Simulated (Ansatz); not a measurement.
Cost and result for the atomization energy of AuMg (`[Mg][Au]`) radical (2 atoms, 1 bond).

Z-matrix (Å, degrees):
```
Mg
Au 1 2.474
```

Total charge 0; spin multiplicity 2. Correlated methods include outer-core shells of Au, Mg, which these sets cover unevenly. Au takes the def2 core potential. All single points use the PBE0-D4/def2-TZVP geometry. Program: Ansatz. Hardware: A = 2 threads of an AMD EPYC 7R13 on a shared host; B = 2 threads of an AMD EPYC 7R13 on a shared host and a share of an NVIDIA H100 80 GB. Times are those of one run each, without the atoms' runs, and a repeat can differ threefold. Electronic energies, without spin–orbit coupling; frozen cores. CCSD(T)/CBS adds CCSD(T) − MP2 in def2-TZVPP to the MP2 limit, and its time is that of the two runs behind it. T1 = 0.022; ⟨S²⟩ of the reference is 0.80. With those shells the extrapolation isn't a true limit. B3LYP takes the VWN-RPA correlation (the form of Gaussian; ORCA's B3LYP/G).

CCSD(T)/CBS is a level of theory with its own doubt, some kJ/mol a heavy atom from the limit and from the frozen cores, so smaller differences don't rank the functionals.

```tsv
level	functions	atomization (kJ/mol)	difference from CCSD(T)/CBS	per bond
CCSD(T)/def2-TZVPP [A]	88	147.6	-21.4	-21.4
r2SCAN-D4/def2-TZVPP (with forces) [A]	88	194.9	25.9	25.9
revPBE-D4/def2-TZVPP [A]	88	169.4	0.4	0.4
CAM-B3LYP-D4/def2-TZVPP [A]	88	140.3	-28.7	-28.7
CCSD(T)/def2-SVP [A]	50	138.6	-30.4	-30.4
ωB97X-V/def2-TZVPP [A]	88	132.7	-36.3	-36.4
RPA@PBE/def2-TZVPP [A]	88	129.4	-39.6	-39.6
B2PLYP/def2-TZVPP [A]	88	152.0	-17.0	-17.0
CCSD(T)/def2-QZVPP [B]	151	164.7	-4.3	-4.3
BHLYP-D4/def2-TZVPP [A]	88	129.8	-39.2	-39.2
B97M-V/def2-TZVPP [A]	88	149.2	-19.8	-19.8
B3LYP-D4/def2-TZVPP (with forces) [A]	88	152.6	-16.4	-16.4
CCSD(T)/CBS(def2)	–	169.0	0.0	0.0
```

(1) Order the runs by time, with rough figures. (Estimate.)

Results:

(1) Computed: revPBE-D4/def2-TZVPP [A] 1.3 s; BHLYP-D4/def2-TZVPP [A] 2 s; B3LYP-D4/def2-TZVPP (with forces) [A] 2.1 s; CAM-B3LYP-D4/def2-TZVPP [A] 2.2 s; B2PLYP/def2-TZVPP [A] 2.2 s; CCSD(T)/def2-SVP [A] 2.6 s; CCSD(T)/def2-QZVPP [B] 2.9 s; r2SCAN-D4/def2-TZVPP (with forces) [A] 3 s; RPA@PBE/def2-TZVPP [A] 3.2 s; B97M-V/def2-TZVPP [A] 3.8 s; ωB97X-V/def2-TZVPP [A] 5.5 s; CCSD(T)/def2-TZVPP [A] 14 s; CCSD(T)/CBS(def2) 16 s.

Leaving LDA and LC-ωPBE aside and taking each functional with its dispersion term where it has one, the values, not all of them listed here, spread over 73.5 kJ/mol, from ωB97M-V to r2SCAN-D4. LDA lies +39.1 kJ/mol from PBE without D4, its usual overbinding. From PBE to PBE0 (25 % exact exchange), in def2-TZVPP and without D4, the atomization energy moves by −20.5 kJ/mol: exact exchange takes away binding that semilocal exchange gives to molecules. At CCSD(T), def2-SVP lies −30.4 kJ/mol from the extrapolated value and def2-TZVPP −21.4 kJ/mol: correlation converges slowly with the basis, and small sets miss more of it in the bonded molecule than in its fragments.
